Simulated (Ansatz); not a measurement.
Cost and result for the atomization energy of bis(tert-butylamino)silane (BTBAS), C$_{8}$H$_{22}$N$_{2}$Si (33 atoms, 32 bonds).

```xyz
33

C     1.657    2.351   -2.117
C     0.833    1.096   -2.410
C     1.757   -0.028   -2.860
C    -0.169    1.394   -3.521
N     0.075    0.678   -1.231
Si    0.628   -0.066    0.219
N    -0.832   -0.564    0.982
C    -1.051   -1.069    2.336
C    -0.317   -0.193    3.343
C    -2.549   -1.006    2.618
C    -0.568   -2.515    2.467
H     2.207    2.683   -3.002
H     1.009    3.170   -1.793
H     2.380    2.159   -1.319
H     1.190   -0.945   -3.034
H     2.260    0.251   -3.788
H     2.525   -0.242   -2.115
H     0.341    1.721   -4.430
H    -0.758    0.504   -3.751
H    -0.856    2.191   -3.219
H    -0.712    1.293   -1.068
H     1.583   -1.149   -0.159
H     1.365    0.813    1.175
H    -1.478   -0.987    0.327
H     0.766   -0.249    3.212
H    -0.617    0.852    3.236
H    -0.548   -0.519    4.360
H    -2.908    0.022    2.542
H    -2.776   -1.383    3.618
H    -3.104   -1.616    1.898
H     0.503   -2.582    2.262
H    -0.750   -2.907    3.471
H    -1.087   -3.159    1.752
```

Total charge 0; spin multiplicity 1. All single points use the PBE0-D4/def2-TZVP geometry. It is one conformer, not always the lowest. Program: Ansatz. All runs use 11 threads of an AMD EPYC 7R13 on a shared host and a whole NVIDIA H100 80 GB. Times are those of one run each, without the atoms' runs, and a repeat can differ threefold. Electronic energies, without spin–orbit coupling; frozen cores. CCSD(T)/CBS adds CCSD(T) − MP2 in def2-TZVPP to the MP2 limit, and its time is that of the two runs behind it. T1 = 0.010. B3LYP takes the VWN-RPA correlation (the form of Gaussian; ORCA's B3LYP/G). HSE06 is the plane-wave form, built on full-range PBE exchange.

CCSD(T)/CBS is a level of theory with its own doubt, some kJ/mol a heavy atom from the limit and from the frozen cores, so smaller differences don't rank the functionals.

```csv
level,functions,wall time,atomization (kcal/mol),difference from CCSD(T)/CBS,per bond
LDA (SPW92)/def2-TZVPP,660,2.4 s,3475.9,410.9,12.8
revPBE-D4/def2-TZVPP,660,2.6 s,3052.1,-12.9,-0.4
HSE06-D4/def2-TZVPP,660,2.8 s,3080.1,15.1,0.5
CAM-B3LYP-D4/def2-TZVPP,660,2.9 s,3083.0,18.0,0.6
r2SCAN-D4/def2-TZVPP (with forces),660,3.2 s,3064.3,-0.7,0.0
B3LYP-D4/def2-TZVPP (with forces),660,3.4 s,3069.3,4.3,0.1
B97M-V/def2-TZVPP,660,3.6 s,3068.1,3.1,0.1
PBE-QIDH/def2-TZVPP,660,4.1 s,3054.1,-10.9,-0.3
ωB97M-V/def2-TZVPP (with forces),660,4.9 s,3075.0,10.0,0.3
CCSD(T)/def2-SVP,268,5.5 s,2928.8,-136.2,-4.3
MP2/def2-QZVPP,1300,8 s,3063.3,-1.7,-0.1
CCSD(T)/def2-TZVPP,660,110 s,2994.6,-70.4,-2.2
CCSD(T)/CBS(def2),–,120 s,3065.0,0.0,0.0
```

From PBE to PBE0 (25 % exact exchange), in def2-TZVPP and without D4, the atomization energy moves by −31.9 kcal/mol: exact exchange takes away binding that semilocal exchange gives to molecules. At CCSD(T), def2-SVP lies −136.2 kcal/mol from the extrapolated value and def2-TZVPP −70.4 kcal/mol: correlation converges slowly with the basis, and small sets miss more of it in the bonded molecule than in its fragments. The D4 term adds +32.9 kcal/mol with B3LYP and +17.9 kcal/mol with PBE0; it sums over pairs of atoms, weighted by their polarisabilities, and B3LYP, whose exchange is more repulsive, gets the larger term.
